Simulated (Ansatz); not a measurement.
CH₂I₂, triplet, at the geometry of the source list (a higher spin typed on purpose: for a closed-shell molecule this is an excited state) (core potentials on I); CAM-B3LYP/def2-SVP (Ansatz, a first-principles code).

The Ansatz input:
Ansatz 0.2 input:
```yaml
crystal:
  periodic: [false, false, false]
  atoms:
    - {symbol: I, position_ang: [-1.79350000, 0.95800000, -0.02460000]}
    - {symbol: C, position_ang: [-0.00220000, -0.21880000, 0.00700000]}
    - {symbol: I, position_ang: [1.81210000, 0.92210000, -0.03590000]}
    - {symbol: H, position_ang: [-0.00510000, -0.80190000, 0.92030000]}
    - {symbol: H, position_ang: [-0.01130000, -0.85940000, -0.86690000]}
basis:
  gaussian:
    orbitals: def2-SVP
hamiltonian:
  xc: cam_b3lyp
magnetization: {spin_polarized: true, initial_magnetization: 2}
```

Problem. Write the output that Ansatz gives for this input, abridged.

Solution. 
```
Functional definition: CAM-B3LYP
924 factors; integrals over basis functions are off by at most 4.0e-4 eV
219 factors; integrals over basis functions are off by at most 4.9e-6 eV
mean field evaluation 1: about -17263.5413 eV, gradient 2.0e1 eV
mean field evaluation 2: about -17262.9279 eV, gradient 2.2e1 eV
mean field evaluation 4: about -17265.5145 eV, gradient 4.4e-1 eV
mean field evaluation 8: about -17265.6026 eV, gradient 4.5e-2 eV
mean field evaluation 16: about -17265.6026 eV, gradient 6.9e-4 eV
mean field evaluation 32: about -17265.6029 eV, gradient 2.2e-5 eV
mean field evaluation 64: about -17265.0792 eV, gradient 5.1e0 eV
mean field -17265.60289818 eV, -634.4992034620 hartree, gradient 4.6e-6 eV, S^2 2.007426; 6 other end points of the search recorded, 0 dependent functions left out
reference -17265.60300041 eV, -634.4992072192 hartree; 30, 28 occupied and 46, 48 virtual orbitals, 924 factors
Total energy: -17265.60300041 eV, -634.4992072192 hartree
```
